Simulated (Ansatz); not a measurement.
Input file for Ansatz (a quantum-chemistry and plane-wave program): R-BLYP/def2-TZVPP on BH3O3 (SMILES OB(O)O), a point of a torsion scan.

Ansatz 0.2 input:
```yaml
crystal:
  periodic: [false, false, false]
  atoms:
    - {symbol: O, position_ang: [-1.24214276, -0.85561098, 0.26290159]}
    - {symbol: B, position_ang: [-0.20297592, 0.00983258, 0.10636268]}
    - {symbol: O, position_ang: [-0.34984439, 1.29477325, 0.53768933]}
    - {symbol: O, position_ang: [0.96867857, -0.48256047, -0.37613723]}
    - {symbol: H, position_ang: [-1.96373260, -0.82712226, -0.35572004]}
    - {symbol: H, position_ang: [0.41741520, 1.86474283, 0.51021271]}
    - {symbol: H, position_ang: [1.73536421, 0.08887123, -0.35765801]}
basis:
  gaussian:
    orbitals: def2-TZVPP
hamiltonian:
  xc: {name: BLYP}
scf: {lower_state_search: off}
```

The head of its log:

```
WARN ansatz: RAYON_NUM_THREADS=2 ignored (pool sized by the plan → 2); use --threads N
Functional definition: BLYP
these checks for a lower state are left out or cut short: stability, starts, cluster_reference, orbital_swaps, neighbouring_geometries, increment
integrals: 0.06 GiB planned
799 factors; their error is unknown
mean field: 0.52 GiB planned
mean field evaluation 1: about -6856.4575 eV, gradient 1.0e2 eV
mean field evaluation 2: about -6804.4912 eV, gradient 1.9e2 eV
```

Task: Give the final energy of this run.

Result: -252.5439 hartree.
